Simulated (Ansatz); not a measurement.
Ansatz (a first-principles code) input file for H5InO3Si, SMILES [OH][In]([OH])[O][SiH3], PBE0-D3(BJ)/def2-SVP. 

Ansatz 0.2 input:
```yaml
crystal:
  periodic: [false, false, false]
  atoms:
    - {symbol: In, position_ang: [0.16452027, 0.50591094, 0.20867309]}
    - {symbol: O, position_ang: [1.42029803, 1.98591830, 0.13273487]}
    - {symbol: H, position_ang: [1.32326158, 2.56706236, 0.88788272]}
    - {symbol: O, position_ang: [-1.41001779, 0.73211649, 1.32293381]}
    - {symbol: H, position_ang: [-1.59062997, 1.65101925, 1.51768580]}
    - {symbol: O, position_ang: [0.41080716, -1.15452443, -0.75912627]}
    - {symbol: Si, position_ang: [-0.61522741, -2.38192494, -1.05273395]}
    - {symbol: H, position_ang: [-1.11560469, -2.97902008, 0.19172813]}
    - {symbol: H, position_ang: [0.31297607, -3.25593957, -1.77623691]}
    - {symbol: H, position_ang: [-1.74701131, -1.93389216, -1.88010554]}
basis:
  gaussian:
    orbitals: def2-SVP
hamiltonian:
  xc: pbe0
  dispersion: d3bj
relax: {f_tol: 0.002, max_steps: 200}
```

Output:

```
[...]
relax step   8: F+E_penalty+E_count = -19258.23765146 eV  Δ(F+E_penalty+E_count) = -4.915e-5 eV  max|allowed force component| = 2.951e-2 eV/Å  Δτ_max = 0.0168 Å  (25 SCF iters, accepted)
these checks for a lower state are left out or cut short: starts, cluster_reference, orbital_swaps, neighbouring_geometries, increment
integrals: 0.07 GiB planned
1229 factors; integrals over basis functions are off by at most 4.1e-4 eV
mean field: 0.54 GiB planned
mean field -19258.07485854 eV, -707.7211974594 hartree, gradient 3.4e-5 eV, S^2 0.000000; 0 other end points of the search recorded, 0 dependent functions left out
the calculation of the forces begins
reference -19258.07489871 eV, -707.7211989357 hartree; 32, 32 occupied and 79, 79 virtual orbitals, 1229 factors
relax step   9: F+E_penalty+E_count = -19258.23706433 eV  Δ(F+E_penalty+E_count) = +5.871e-4 eV  max|allowed force component| = 1.034e-1 eV/Å  Δτ_max = 0.0488 Å  (25 SCF iters, rejected (line search))
these checks for a lower state are left out or cut short: starts, cluster_reference, orbital_swaps, neighbouring_geometries, increment
integrals: 0.07 GiB planned
1229 factors; integrals over basis functions are off by at most 4.0e-4 eV
mean field: 0.54 GiB planned
mean field evaluation 64: about -19258.0758 eV, gradient 2.1e-3 eV
mean field -19258.07552463 eV, -707.7212219376 hartree, gradient 2.6e-5 eV, S^2 0.000000; 0 other end points of the search recorded, 0 dependent functions left out
the calculation of the forces begins
reference -19258.07556478 eV, -707.7212234130 hartree; 32, 32 occupied and 79, 79 virtual orbitals, 1229 factors
relax step  10: F+E_penalty+E_count = -19258.23771216 eV  Δ(F+E_penalty+E_count) = -6.069e-5 eV  max|allowed force component| = 8.317e-3 eV/Å  Δτ_max = 0.0184 Å  (25 SCF iters, accepted)
these checks for a lower state are left out or cut short: starts, cluster_reference, orbital_swaps, neighbouring_geometries, increment
integrals: 0.07 GiB planned
1229 factors; integrals over basis functions are off by at most 4.1e-4 eV
mean field: 0.54 GiB planned
mean field -19258.07554511 eV, -707.7212226904 hartree, gradient 2.7e-5 eV, S^2 0.000000; 0 other end points of the search recorded, 0 dependent functions left out
the calculation of the forces begins
reference -19258.07558529 eV, -707.7212241668 hartree; 32, 32 occupied and 79, 79 virtual orbitals, 1229 factors
relax step  11: F+E_penalty+E_count = -19258.23775341 eV  Δ(F+E_penalty+E_count) = -4.126e-5 eV  max|allowed force component| = 1.245e-2 eV/Å  Δτ_max = 0.0209 Å  (25 SCF iters, accepted)
these checks for a lower state are left out or cut short: starts, cluster_reference, orbital_swaps, neighbouring_geometries, increment
integrals: 0.07 GiB planned
1229 factors; integrals over basis functions are off by at most 4.2e-4 eV
mean field: 0.54 GiB planned
mean field -19258.07554606 eV, -707.7212227252 hartree, gradient 2.5e-5 eV, S^2 0.000000; 0 other end points of the search recorded, 0 dependent functions left out
the calculation of the forces begins
reference -19258.07558626 eV, -707.7212242027 hartree; 32, 32 occupied and 79, 79 virtual orbitals, 1229 factors
relax step  12: F+E_penalty+E_count = -19258.23779184 eV  Δ(F+E_penalty+E_count) = -3.843e-5 eV  max|allowed force component| = 1.639e-2 eV/Å  Δτ_max = 0.0310 Å  (24 SCF iters, accepted)
these checks for a lower state are left out or cut short: starts, cluster_reference, orbital_swaps, neighbouring_geometries, increment
integrals: 0.07 GiB planned
1229 factors; integrals over basis functions are off by at most 4.2e-4 eV
mean field: 0.54 GiB planned
mean field -19258.07555702 eV, -707.7212231281 hartree, gradient 2.1e-5 eV, S^2 0.000000; 0 other end points of the search recorded, 0 dependent functions left out
the calculation of the forces begins
reference -19258.07559724 eV, -707.7212246059 hartree; 32, 32 occupied and 79, 79 virtual orbitals, 1229 factors
relax step  13: F+E_penalty+E_count = -19258.23780713 eV  Δ(F+E_penalty+E_count) = -1.529e-5 eV  max|allowed force component| = 1.070e-2 eV/Å  Δτ_max = 0.0077 Å  (23 SCF iters, accepted)
these checks for a lower state are left out or cut short: starts, cluster_reference, orbital_swaps, neighbouring_geometries, increment
integrals: 0.07 GiB planned
1229 factors; integrals over basis functions are off by at most 4.2e-4 eV
mean field: 0.54 GiB planned
mean field -19258.07559164 eV, -707.7212244001 hartree, gradient 1.5e-5 eV, S^2 0.000000; 0 other end points of the search recorded, 0 dependent functions left out
the calculation of the forces begins
reference -19258.07563185 eV, -707.7212258780 hartree; 32, 32 occupied and 79, 79 virtual orbitals, 1229 factors
relax step  14: F+E_penalty+E_count = -19258.23783833 eV  Δ(F+E_penalty+E_count) = -3.121e-5 eV  max|allowed force component| = 6.076e-3 eV/Å  Δτ_max = 0.0032 Å  (23 SCF iters, accepted)
these checks for a lower state are left out or cut short: starts, cluster_reference, orbital_swaps, neighbouring_geometries, increment
integrals: 0.07 GiB planned
1229 factors; integrals over basis functions are off by at most 4.1e-4 eV
mean field: 0.54 GiB planned
mean field -19258.07563408 eV, -707.7212259599 hartree, gradient 1.7e-5 eV, S^2 0.000000; 0 other end points of the search recorded, 0 dependent functions left out
the calculation of the forces begins
reference -19258.07567429 eV, -707.7212274378 hartree; 32, 32 occupied and 79, 79 virtual orbitals, 1229 factors
relax step  15: F+E_penalty+E_count = -19258.23786351 eV  Δ(F+E_penalty+E_count) = -2.518e-5 eV  max|allowed force component| = 1.828e-3 eV/Å  Δτ_max = 0.0068 Å  (24 SCF iters, accepted)
these checks for a lower state are left out or cut short: starts, cluster_reference, orbital_swaps, neighbouring_geometries, increment
integrals: 0.07 GiB planned
1229 factors; integrals over basis functions are off by at most 4.2e-4 eV
mean field: 0.54 GiB planned
mean field evaluation 96: about -19258.0740 eV, gradient 6.4e-1 eV
mean field -19258.07568242 eV, -707.7212277362 hartree, gradient 3.0e-5 eV, S^2 0.000000; 0 other end points of the search recorded, 0 dependent functions left out
the calculation of the forces begins
reference -19258.07572264 eV, -707.7212292145 hartree; 32, 32 occupied and 79, 79 virtual orbitals, 1229 factors
relax step  16: F+E_penalty+E_count = -19258.23789826 eV  Δ(F+E_penalty+E_count) = -3.475e-5 eV  max|allowed force component| = 7.682e-3 eV/Å  Δτ_max = 0.0241 Å  (25 SCF iters, accepted)
these checks for a lower state are left out or cut short: starts, cluster_reference, orbital_swaps, neighbouring_geometries, increment
integrals: 0.07 GiB planned
1229 factors; integrals over basis functions are off by at most 4.2e-4 eV
mean field: 0.54 GiB planned
mean field -19258.07571854 eV, -707.7212290636 hartree, gradient 2.8e-5 eV, S^2 0.000000; 0 other end points of the search recorded, 0 dependent functions left out
the calculation of the forces begins
reference -19258.07575877 eV, -707.7212305421 hartree; 32, 32 occupied and 79, 79 virtual orbitals, 1229 factors
relax step  17: F+E_penalty+E_count = -19258.23791571 eV  Δ(F+E_penalty+E_count) = -1.745e-5 eV  max|allowed force component| = 1.267e-2 eV/Å  Δτ_max = 0.0342 Å  (25 SCF iters, accepted)
these checks for a lower state are left out or cut short: starts, cluster_reference, orbital_swaps, neighbouring_geometries, increment
integrals: 0.07 GiB planned
1229 factors; integrals over basis functions are off by at most 4.2e-4 eV
mean field: 0.54 GiB planned
mean field -19258.07572183 eV, -707.7212291848 hartree, gradient 4.0e-5 eV, S^2 0.000000; 0 other end points of the search recorded, 0 dependent functions left out
the calculation of the forces begins
reference -19258.07576206 eV, -707.7212306632 hartree; 32, 32 occupied and 79, 79 virtual orbitals, 1229 factors
relax step  18: F+E_penalty+E_count = -19258.23792165 eV  Δ(F+E_penalty+E_count) = -5.935e-6 eV  max|allowed force component| = 6.542e-3 eV/Å  Δτ_max = 0.0032 Å  (20 SCF iters, accepted)
these checks for a lower state are left out or cut short: starts, cluster_reference, orbital_swaps, neighbouring_geometries, increment
integrals: 0.07 GiB planned
1229 factors; integrals over basis functions are off by at most 4.2e-4 eV
mean field: 0.54 GiB planned
mean field -19258.07571419 eV, -707.7212289041 hartree, gradient 2.6e-5 eV, S^2 0.000000; 0 other end points of the search recorded, 0 dependent functions left out
the calculation of the forces begins
reference -19258.07575442 eV, -707.7212303825 hartree; 32, 32 occupied and 79, 79 virtual orbitals, 1229 factors
relax step  19: F+E_penalty+E_count = -19258.23792386 eV  Δ(F+E_penalty+E_count) = -2.207e-6 eV  max|allowed force component| = 1.486e-3 eV/Å  Δτ_max = 0.0020 Å  (20 SCF iters, accepted)
these checks for a lower state are left out or cut short: starts, cluster_reference, orbital_swaps, neighbouring_geometries, increment
integrals: 0.07 GiB planned
1229 factors; integrals over basis functions are off by at most 4.2e-4 eV
mean field: 0.54 GiB planned
mean field -19258.07570898 eV, -707.7212287126 hartree, gradient 7.9e-5 eV, S^2 0.000000; 0 other end points of the search recorded, 0 dependent functions left out
the calculation of the forces begins
reference -19258.07574921 eV, -707.7212301910 hartree; 32, 32 occupied and 79, 79 virtual orbitals, 1229 factors
relax step  20: F+E_penalty+E_count = -19258.23792478 eV  Δ(F+E_penalty+E_count) = -9.274e-7 eV  max|allowed force component| = 2.459e-3 eV/Å  Δτ_max = 0.0047 Å  (20 SCF iters, accepted)
these checks for a lower state are left out or cut short: starts, cluster_reference, orbital_swaps, neighbouring_geometries, increment
integrals: 0.07 GiB planned
1229 factors; integrals over basis functions are off by at most 4.2e-4 eV
mean field: 0.54 GiB planned
mean field -19258.07570462 eV, -707.7212285522 hartree, gradient 3.3e-5 eV, S^2 0.000000; 0 other end points of the search recorded, 0 dependent functions left out
the calculation of the forces begins
reference -19258.07574485 eV, -707.7212300306 hartree; 32, 32 occupied and 79, 79 virtual orbitals, 1229 factors
relax step  21: F+E_penalty+E_count = -19258.23792511 eV  Δ(F+E_penalty+E_count) = -3.222e-7 eV  max|allowed force component| = 1.056e-3 eV/Å  Δτ_max = 0.0029 Å  (19 SCF iters, accepted)
integrals: 0.07 GiB planned
1229 factors; integrals over basis functions are off by at most 4.2e-4 eV
mean field: 0.54 GiB planned
mean field evaluation 128: about -19258.0738 eV, gradient 1.2e0 eV
mean field -19258.07570462 eV, -707.7212285522 hartree, gradient 3.3e-5 eV, S^2 0.000000; 1 other end points of the search recorded, 0 dependent functions left out
the calculation of the forces begins
reference -19258.07574485 eV, -707.7212300306 hartree; 32, 32 occupied and 79, 79 virtual orbitals, 1229 factors
Total energy: -19258.23796534 eV, -707.7271915235 hartree
Atom 0 at     0.101377     0.620774     0.277494 Å, force    -0.000348     0.000758    -0.000708 eV/Å
Atom 1 at     1.645415     1.869077     0.260600 Å, force    -0.000084    -0.000006     0.000437 eV/Å
Atom 2 at     1.473840     2.667957     0.772501 Å, force     0.000075    -0.000217    -0.000082 eV/Å
Atom 3 at    -1.650024     0.857578     1.194314 Å, force     0.000007     0.000441     0.000563 eV/Å
Atom 4 at    -1.710931     1.691221     1.674827 Å, force     0.000150    -0.000682    -0.000356 eV/Å
Atom 5 at     0.342198    -1.053897    -0.742195 Å, force    -0.000289    -0.001056    -0.000091 eV/Å
Atom 6 at    -0.554126    -2.401622    -1.075637 Å, force     0.000414     0.000743    -0.000015 eV/Å
Atom 7 at    -0.932770    -3.138665     0.172994 Å, force     0.000044     0.000130    -0.000193 eV/Å
Atom 8 at     0.256176    -3.315216    -1.936087 Å, force    -0.000150    -0.000052     0.000182 eV/Å
Atom 9 at    -1.817782    -2.060481    -1.805377 Å, force     0.000182    -0.000058     0.000262 eV/Å
Dipole moment:    -0.116771     0.622104     0.391425 e Å
```

The calculation finished and met its thresholds.

Cost: very roughly 2.4 core-minutes.
